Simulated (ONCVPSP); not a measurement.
## W (Z = 74): one change to an ONCV potential, before and after

* Element: tungsten
* Generator: ONCVPSP 4.0.1
* Type: optimised norm-conserving Vanderbilt (ONCV)
* Functional: revPBE
* Relativity: scalar-relativistic
* Frozen core: [Kr] 4d10 4f14
* Valence charge: 14
* Reference configuration: 5s2 5p6 5d4 6s1 (charge +1)
* Partial waves: 5s+6s: rc 2.05 bohr, ncon 3, nbas 6, qcut 5.2 1/bohr, 3 projectors, debl 1.2 Ha; 5p: rc 1.95 bohr, ncon 3, nbas 6, qcut 6 1/bohr, 2 projectors, debl 1.8 Ha; 5d: rc 1.90 bohr, ncon 4, nbas 7, qcut 4.3 1/bohr, 2 projectors, debl 0.9 Ha
* Local potential: polynomial inside 1.35 bohr (lpopt 5, dvloc0 3 Ha)
* Core correction: Teter function fitted to the true core (icmod 2), fcfact 0.2

In the p channel the program set the typed energies aside and used -1.862, 0.250 Ha.

Change: d: rc 2.26.

Cutoffs: the cutoffs (Ha) at which the residual kinetic energy of the hardest occupied pseudo-wave falls to 1 and 0.1 mHa per electron; they do not see the model core or the augmentation charge, which bear on the density cutoff. Errors are all-electron minus pseudo energies relative to the spin-unpolarised reference configuration.

Problem. Predict the effect on cutoff, ghosts and configuration errors.

Solution. The potential gets softer (36 Ha and 46 Ha → 25 Ha and 33 Ha); of the 4 tests that both files solve, the error grows in 1 and shrinks in 1 by more than 15 % and 0.3 meV (median size 6.0 → 4.0 meV); neither file shows a bound ghost. A larger radius leaves more room for a smooth pseudo-wave, so fewer plane waves are needed.

```tsv
quantity	base	changed
cutoff, loose	36 Ha	25 Ha
cutoff, tight	46 Ha	33 Ha
loose cutoff by channel	s 6.6 Ha, p 12 Ha, d 36 Ha	s 6.6 Ha, p 12 Ha, d 25 Ha
bound ghosts	none	none
GHOST(+) flags under 300 eV	s at 250.3 eV	s at 250.3 eV
error for 5s2 5p6 5d4 6s2, meV [ΔE -8.81 eV]	+1.6	+2.5
error for 5s2 5p6 5d4 6s0, meV [ΔE 15.54 eV]	-5.7	-5.5
error for 5s2 5p6 5d3 6s0, meV [ΔE 40.82 eV]	-6.3	-0.5
error for 5s1 5p6 5d4 6s2, meV [ΔE 76.56 eV]	-816	-868
s: phases at 2.09 bohr within 0.05 rad from the reference energy up to (Ha; the scan ends near 5)	to the end of the scan	to the end of the scan
p: phases at 1.98 bohr within 0.05 rad from the reference energy up to (Ha; the scan ends near 5)	to the end of the scan	to the end of the scan
rms error of d²Exc/dni dnj with the model core, mHa	1.53	1.63
```
